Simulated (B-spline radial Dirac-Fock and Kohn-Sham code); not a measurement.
**Eu: non-radiative channels of the 4p3/2 vacancy**

System: atomic europium, configuration [Xe] 4f7 6s2.

These are calculated numbers from a B-spline atomic structure program; the model is a relativistic independent-particle model: LDA orbitals of the hole state, radiative multipoles to third order, Auger rates from the Coulomb interaction with a continuum orbital, Dirac-Fock energies. Kinetic energies are configuration averages from the vacuum level; the two-hole energies are estimated from single-hole states.

| transition | kinetic energy (eV) | width (meV) | share (%) |
| --- | --- | --- | --- |
| N3-N4O1 | 57.68 | 117 | 1.7 |
| N3-N5O1 | 62.83 | 602 | 8.7 |
| N3-N4O2 | 81.17 | 84.2 | 1.2 |
| N3-N4O3 | 85.25 | 328 | 4.8 |
| N3-N5O2 | 86.18 | 561 | 8.1 |
| N3-N5O3 | 90.45 | 855 | 12.4 |
| N3-N4N7 | 101.4 | 366 | 5.3 |
| N3-N4N6 | 101.7 | 118 | 1.7 |
| N3-N5N6 | 106.0 | 1570 | 22.8 |
| N3-N5N7 | 107.2 | 1620 | 23.5 |
| N3-N5P1 | 117.6 | 70.2 | 1.0 |
| N3-O1O3 | 183.2 | 23.4 | 0.3 |
| N3-N7O1 | 201.5 | 43.1 | 0.6 |
| N3-O2O3 | 205.1 | 22.1 | 0.3 |
| N3-O3O3 | 208.8 | 30.7 | 0.4 |
| N3-N7O2 | 224.8 | 36.3 | 0.5 |
| N3-N6O3 | 228.4 | 132 | 1.9 |
| N3-N7O3 | 229.0 | 161 | 2.3 |
| N3-N6N7 | 245.3 | 65.3 | 0.9 |
| N3-N7N7 | 245.9 | 26.6 | 0.4 |

Coster-Kronig rates are the weakest part of this model and often come out 1.5 to 2.5 times too large. Super-Coster-Kronig decay this fast strains the one-particle picture, and such widths tend to come out too large. The listed channels hold 99 % of the non-radiative rate. Summed by principal shells, of 6.89 eV in all: NNN 54.7 %, NNO 42.8 %, NNP 1.3 %, NOO 1.1 %.
